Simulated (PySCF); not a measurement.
The multiplicity is imposed and other spin states were not computed.

Z-matrix (Å, degrees):
```
C
C 1 1.3774
H 1 1.1022 2 121.28
H 2 1.1022 1 121.28 3 -168.06
H 2 1.1022 4 116.43 1 -168.61
H 1 1.1022 3 116.43 2 -168.61
Au 1 2.2958 3 103.92 6 -113.56
H 7 1.6056 1 162.54 3 61.13
```
Charge 0, spin multiplicity 1.

Problem. Estimate the HOMO, total energy and dipole moment that TPSSh-D3(BJ)/def2-TZVP // PBE-D3(BJ)/def2-SVP run with PySCF returns for this input.

Solution. 
- HOMO: -6.44 eV
- total energy: -5849.08 eV
- dipole moment: 3.74 D
